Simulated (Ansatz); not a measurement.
Problem. Name a neutral molecule of B, C, O, Si, Te and H with HOMO–LUMO gap (PBE0/def2-TZVPP) between 5.65 and 5.95 eV and HOMO energy (ωB97M-V/def2-TZVPP) between -8.50 and -8.20 eV (Ansatz, PBE0-D4/def2-TZVP geometry).

Solution. `C[SiH2][Te]B(O)O` (5.86 eV, -8.34 eV). Other molecules can fit too; these were computed, each in one conformer that needn't be the lowest.
